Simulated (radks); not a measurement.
Values are calculated unless marked as measured or tabulated.
Species: Er16+. Configuration: [Kr] 4d10 4f6 (the NIST ground configuration).

Level of theory: non-relativistic Kohn-Sham, LB94 model potential, spin-polarised, spherical densities, point nucleus; open shells are filled with parallel spins first (spin-orbit coupling, left out, can overturn this in heavy ions); relativity is left out, which matters for an element this heavy (a radial shooting solver on a logarithmic mesh with Libxc functionals).

Energy parts (hartree):
kinetic: 12433.8356
electron-nucleus: -28830.3372
Hartree: 4233.5280
(The LB94 potential has no energy functional, so no total or exchange-correlation energy is given.)

Orbitals (lengths in bohr, moments of r in powers of bohr; <r^-3> diverges for s and p1/2; r(max) is where P^2 peaks; r(90%) holds 90 % of the orbital's charge):
\begin{tabular}{lrrrrrr}
orbital & occ. & eigenvalue (hartree) & r(90%) & <r^-3> & <1/r> & r(max) \\ \hline
1s down & 1 & -1983.872 & 0.0396 & - & 67.50 & 0.01478 \\
1s up & 1 & -1983.872 & 0.0396 & - & 67.50 & 0.01478 \\
2s down & 1 & -332.2107 & 0.145 & - & 15.75 & 0.08075 \\
2s up & 1 & -332.2047 & 0.145 & - & 15.75 & 0.08075 \\
2p down & 3 & -317.9566 & 0.129 & 10920 & 15.80 & 0.06276 \\
2p up & 3 & -317.9525 & 0.129 & 10920 & 15.80 & 0.06276 \\
3s up & 1 & -85.21334 & 0.353 & - & 5.993 & 0.2236 \\
3s down & 1 & -85.20305 & 0.352 & - & 5.998 & 0.2236 \\
3p up & 3 & -78.69750 & 0.345 & 2271 & 5.943 & 0.2113 \\
3p down & 3 & -78.69037 & 0.344 & 2274 & 5.948 & 0.2113 \\
3d down & 5 & -66.50939 & 0.316 & 394.8 & 5.859 & 0.1676 \\
3d up & 5 & -66.50885 & 0.317 & 394.4 & 5.856 & 0.1676 \\
4s up & 1 & -27.16622 & 0.763 & - & 2.613 & 0.5031 \\
4s down & 1 & -26.94930 & 0.765 & - & 2.606 & 0.5034 \\
4p up & 3 & -24.52161 & 0.783 & 532.2 & 2.533 & 0.5051 \\
4p down & 3 & -24.30805 & 0.785 & 528.9 & 2.526 & 0.5055 \\
4d up & 5 & -19.74334 & 0.824 & 81.84 & 2.366 & 0.5031 \\
4d down & 5 & -19.53747 & 0.828 & 81.32 & 2.359 & 0.5037 \\
4f up & 6 & -13.63509 & 0.906 & 16.82 & 2.072 & 0.4597 \\
4f down & 0 & -13.45202 & 0.913 & 16.79 & 2.066 & 0.4595 \\
\end{tabular}

The highest occupied level is 4f up at -371.03 eV. The density falls to 0.001 e/bohr^3 at r = 1.69 bohr. The electron density at the nucleus is 2.243e+05 e/bohr^3. Spin moment in Bohr magnetons: 6.
